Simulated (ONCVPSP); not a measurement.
phosphorus, ONCV: configuration errors across variants

```
Element                 : phosphorus
Generator               : ONCVPSP 4.0.1
Type                    : optimised norm-conserving Vanderbilt (ONCV)
Functional              : LDA (Perdew-Zunger)
Relativity              : scalar-relativistic
Frozen core             : [Ne]
Valence charge          : 5
Reference configuration : 3s2 3p3
Partial waves           : 3s: rc 1.65 bohr, ncon 4, nbas 8, qcut 4.8 1/bohr, 2 projectors, debl 1.8 Ha; 3p: rc 2.05 bohr, ncon 4, nbas 8, qcut 3.7 1/bohr, 2 projectors, debl 0.4 Ha
Local potential         : polynomial inside 1.25 bohr (lpopt 3, dvloc0 1 Ha)
Core correction         : Teter function, fcfact 2.5, rcfact 1.1
```

All-electron excitation energies from the reference (eV): (1) 3s2 3p2 9.821; (2) 3s2 3p1 29.070; (3) 3s2 3p0 58.965; (4) 3s1 3p3 18.893.

Errors AE − PS in meV (a dash: test not solved or not reliable):

| change | (1) | (2) | (3) | (4) | bound ghosts | GHOST(+) flags above zero |
| --- | --- | --- | --- | --- | --- | --- |
| base | +1.2 | +16 | +80 | +8.6 | none | s |
| core correction Teter function, fcfact 1.6, rcfact 1.1 | +1.3 | +17 | +85 | +9.2 | none | s |
| core correction Teter function, fcfact 2.9, rcfact 1.1 | +1.2 | +16 | +78 | +8.4 | none | s |
| core correction Teter function, fcfact 3.9, rcfact 1.1 | +1.1 | +15 | +73 | +7.9 | none | s |
| core correction Teter function, fcfact 6.5, rcfact 1.1 | +0.9 | +13 | +63 | +6.9 | none | s |
| core correction Teter function, fcfact 7.4, rcfact 1.1 | +0.9 | +13 | +60 | +6.6 | none | s |

Give the same row for: core correction Teter function, fcfact 5.1, rcfact 1.1.

+1.0, +14, +68, +7.4; bound ghosts: none; GHOST(+) flags above zero: s.
